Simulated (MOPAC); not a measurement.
Job for MOPAC: PM3 on LiO+, 2S+1 = 3, a spin state set in the input, which need not be the lowest, a point of a bond scan (R = 2.201 Å). Charge +1.

```
PM3 1SCF PRECISE CHARGE=1 UHF MS=1 THREADS=1
LiO

Li     0.00000000 1     0.00000000 1     0.00000000 1
O      0.00000000 1     0.00000000 1     2.20072500 1
```

The log:

```
*******************************************************************************
 **                                                                           **
 **                              MOPAC v23.2.5                                **
 **                                                                           **
 *******************************************************************************
 ** MOPAC's Digital Object Identifier: https://doi.org/10.5281/zenodo.6511958 **
 **                                                                           **
 ** Please cite the open-source release paper for use of this MOPAC version:  **
 ** J. E. Moussa and J. J. P. Stewart (2026)                                  **
 ** MOPAC: An open-source semiempirical molecular orbital program             **
 ** J. Open Source Softw., 11(119), 8025, https://doi.org/10.21105/joss.08025 **
 *******************************************************************************

                              PM3 CALCULATION RESULTS

 *******************************************************************************
 *  PM3        - The PM3 Hamiltonian to be used
 *  UHF        - UNRESTRICTED HARTREE-FOCK CALCULATION
 *
 *
 *
 *                 CHARGE ON SYSTEM = +1
 *
 *
 *
 *  MS=        - IN MECI, MAGNETIC COMPONENT OF SPIN =  1.0
 *  PRECISE    - TIGHTER CRITERIA TO BE USED
 *  1SCF       - DO 1 SCF AND THEN STOP
 *  THREADS=1  - MULTI-THREADING NOT USED
 *  T=         - A TIME OF 172800.0 SECONDS REQUESTED
 *  DUMP=N     - RESTART FILE WRITTEN EVERY 7200.0 SECONDS REQUESTED
 *******************************************************************************
PM3 1SCF PRECISE CHARGE=1 UHF MS=1 THREADS=1
 LiO

   ATOM   CHEMICAL          X               Y               Z
  NUMBER   SYMBOL      (ANGSTROMS)     (ANGSTROMS)     (ANGSTROMS)

     1      Li          0.00000000  *   0.00000000  *   0.00000000  *
     2       O          0.00000000  *   0.00000000  *   2.20072500  *



          CARTESIAN COORDINATES

    NO.       ATOM           X           Y           Z

     1        Li          0.0000      0.0000      0.0000
     2         O          0.0000      0.0000      2.2007

 Li: (PM3): E. ANDERS, R. KOCH, P. FREUNSCHT, J. COMP. CHEM 14 1301-1312  1993
  O: (PM3): J. J. P. STEWART, J. COMP. CHEM. 10, 209 (1989).

           Empirical Formula: O Li  =     2 atoms



      MOLECULAR POINT GROUP   :   C*v


          UHF CALCULATION, NO. OF ALPHA ELECTRONS =    4
                           NO. OF BETA  ELECTRONS =    2

 -------------------------------------------------------------------------------
 PM3 1SCF PRECISE CHARGE=1 UHF MS=1 THREADS=1
 LiO



     1SCF WAS SPECIFIED, SO BFGS WAS NOT USED
     SCF FIELD WAS ACHIEVED


                              PM3 CALCULATION
                                                       MOPAC v23.2.5 Linux




          FINAL HEAT OF FORMATION =        208.63467 KCAL/MOL =     872.92744 KJ/MOL


          COSMO AREA              =         74.00 SQUARE ANGSTROMS
          COSMO VOLUME            =         55.41 CUBIC ANGSTROMS

          IONIZATION POTENTIAL    =         18.487298 EV
          ALPHA SOMO LUMO (EV)    =        -19.753 -5.301
          BETA  SOMO LUMO (EV)    =        -18.487 -6.767
          NO. OF ALPHA ELECTRONS  =          4
          NO. OF BETA  ELECTRONS  =          2
          MOLECULAR WEIGHT        =         22.9394         POINT GROUP:  C*v

          MOLECULAR DIMENSIONS (Angstroms)

            Atom       Atom       Distance
            O     2   Li     1     2.20072
            O     2   Li     1     0.00000
           Li     1    O     2     0.00000


          SCF CALCULATIONS        =          1





   ATOM   CHEMICAL          X               Y               Z
  NUMBER   SYMBOL      (ANGSTROMS)     (ANGSTROMS)     (ANGSTROMS)

     1      Li          0.00000000  *   0.00000000  *   0.00000000  *
     2       O          0.00000000  *   0.00000000  *   2.20072500  *

                             CARTESIAN COORDINATES

   1   Li        0.000000000     0.000000000     0.000000000
   2    O        0.000000000     0.000000000     2.200725000


           Empirical Formula: O Li  =     2 atoms



      MOLECULAR POINT GROUP   :   C*v


          ALPHA EIGENVALUES
 -36.72359 -20.79070 -20.79070 -19.75280  -5.30116  -3.44861  -3.44861  -3.10684


           BETA EIGENVALUES
 -35.54758 -18.48730  -6.76697  -6.76697  -5.29074  -3.23696  -3.23696  -3.03329


              NET ATOMIC CHARGES AND DIPOLE CONTRIBUTIONS

  ATOM NO.   TYPE          CHARGE      No. of ELECS.   s-Pop       p-Pop
    1         Li           0.866113        0.1339     0.03711     0.09678
    2          O           0.133887        5.8661     1.94580     3.92031
 DIPOLE           X         Y         Z       TOTAL
 POINT-CHG.     0.000     0.000    -5.957     5.957
 HYBRID         0.000     0.000    -0.712     0.712
 SUM            0.000     0.000    -6.669     6.669


          ATOMIC ORBITAL ELECTRON POPULATIONS

     Atom    s        px        py        pz
    1 Li   0.03711   0.00530   0.00530   0.08618
    2  O   1.94580   0.99470   0.99470   1.93092


                    (SZ)    =    1.000000
                    (S**2)  =    2.000574


          ATOMIC ORBITAL SPIN POPULATIONS

    Atom   Total    s     px     py     pz
         Atomic
    1 Li  0.0004 -0.003  0.005  0.005 -0.007
    2  O  1.9996  0.002  0.995  0.995  0.008

 **********************
 *                    *
 * JOB ENDED NORMALLY *
 *                    *
 **********************




 == MOPAC DONE ==
```

The run finished.

Cost: about 0.020 core-seconds (a rough figure).
